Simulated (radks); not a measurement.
The numbers below are computed, except where a source is named.
The tungsten ion W59+, configuration [Ne] 3s2 3p3.

Code: a radial shooting solver on a logarithmic mesh with Libxc functionals. Model: scalar-relativistic Kohn-Sham, LDA (Slater exchange, Perdew-Wang correlation), spin-polarised, spherical densities, finite nucleus; open shells are filled with parallel spins first (spin-orbit coupling, left out, can overturn this in heavy ions); Fermi nuclear charge, rms radius 5.3658 fm.

Energy parts (eV):
part                      energy
total                 -333825.48
kinetic                376510.14
electron-nucleus      -738643.96
Hartree                 32419.68
exchange-correlation    -4111.35

Orbitals (lengths in bohr, moments of r in powers of bohr):
| orbital | occ. | eigenvalue (eV) | <r^4> | <r^2> |
|---|---|---|---|---|
| 1s up | 1 | -74087.57 | 5.820e-07 | 0.0004633 |
| 1s down | 1 | -74075.27 | 5.819e-07 | 0.0004633 |
| 2s up | 1 | -16468.32 | 0.00008286 | 0.006963 |
| 2s down | 1 | -16457.66 | 0.00008263 | 0.006956 |
| 2p up | 3 | -15006.64 | 0.00006386 | 0.005718 |
| 2p down | 3 | -14993.68 | 0.00006371 | 0.005713 |
| 3s up | 1 | -6601.076 | 0.002253 | 0.03926 |
| 3s down | 1 | -6567.403 | 0.002264 | 0.03934 |
| 3p up | 3 | -6168.004 | 0.002226 | 0.03837 |
| 3p down | 0 | -6134.257 | 0.002239 | 0.03846 |

The highest occupied level is 3p up at -6168.0 eV. The electron density at the nucleus is 1.511e+06 e/bohr^3 (large components only). The spin density at the nucleus is -94.3 e/bohr^3 (1s -125.4, 2s -25.7, 3s 56.9).
